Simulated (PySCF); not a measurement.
C6H14OSi.
SMILES: `[C@@H]1([SiH2][C@H](C)CC1)OC`

The closed-shell ground state was solved at several levels (PySCF, density fitting, gas phase, non-relativistic). Geometry: PBE0-D3(BJ)/def2-SVP, one conformer, isolated molecule.

```csv
level,basis functions,total energy (Eh),HOMO (eV),LUMO (eV),gap (eV),dipole (D)
KT2/pcSseg-1,213,-609.4894,-5.85,-0.19,5.66,1.46
CAM-B3LYP/def2-SVPD,279,-601.3008,-8.65,1.23,9.88,1.62
```

Task: Estimate the row for PBE0/pcSseg-1, a basis of 213 functions; the other rows only guide the guess.

Result: Total energy -601.2230 Eh, HOMO -7.19 eV, LUMO 0.83 eV, gap 8.02 eV, dipole 1.57 D.

Task: Over all these levels, which gives the widest orbital gap and which the narrowest?

Result: CAM-B3LYP/def2-SVPD (range-separated hybrid) has the widest, 9.88 eV, and KT2/pcSseg-1 (GGA) the narrowest, 5.66 eV. Functional and basis both differ between the two, so the spread mixes both effects.

Task: How far do the dipole and the HOMO energy spread over the levels?

Result: The dipole runs from 1.46 to 1.62 D (mean 1.55 D) and the HOMO from -8.65 to -5.85 eV.
